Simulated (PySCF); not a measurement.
# How methods differ on the excitation energy of P⁺

P⁺ [Ne] 3s2 3p2 (3P) → P⁺ [Ne] 3s2 3p1 3d1 (high-spin determinant), as a difference of total energies. Calculation: PySCF 2.14, in x2c-TZVPPall with one added diffuse shell each of s, p, d type (6s6p4d1f, 51 functions); the spin-free X2C one-electron Hamiltonian (Gaussian nucleus). Correlated levels: valence: [Ne] frozen; valence and next inner shell: 1s2 frozen. The calculations carry no spin-orbit coupling.

```csv
method,excitation energy (cm⁻¹)
UHF,94656
LDA,86381
PBE,85846
PBE0,88762
r2SCAN,89689
BP86,85685
TPSS,87598
BLYP,85060
wB97M-V,88243
MP2 (valence),92965
SCS-MP2 (valence),92568
MP2 (valence and next inner shell),92806
SCS-MP2 (valence and next inner shell),92449
```

A first-order spin-orbit estimate (lowest level to lowest level, LS coupling) adds 0.009 eV.

The promoted electron is Rydberg-like, and one or two diffuse shells describe it only roughly, which tends to raise the upper state.

The determinant of the upper state mixes LS terms, which raises its energy above the lowest term, most at the Hartree-Fock and MP2 levels.
